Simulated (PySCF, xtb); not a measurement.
Hf(NH2)3(Me) (CH9HfN3), SMILES [CH3][Hf]([NH2])([NH2])[NH2], multiplicity 1.

GFN2-xTB (xtb 6.7.1) at its own geometry gives an orbital gap of 2.69 eV and a dipole moment of 1.09 D.

Geometry: PBE0-D3(BJ)/def2-SVP. The multiplicity is an assumed one; other spin states were not compared. The def2 effective core potentials stand for the cores of Hf; spin–orbit coupling is left out. One conformer was computed; it need not be the lowest.

Question: What does HF/def2-TZVP (PySCF) give? (An estimate is asked for; the answer gives what the named calculation found.)

Answer: gap 12.25 eV (levels -10.07 and 2.18 eV), dipole 1.31 D.
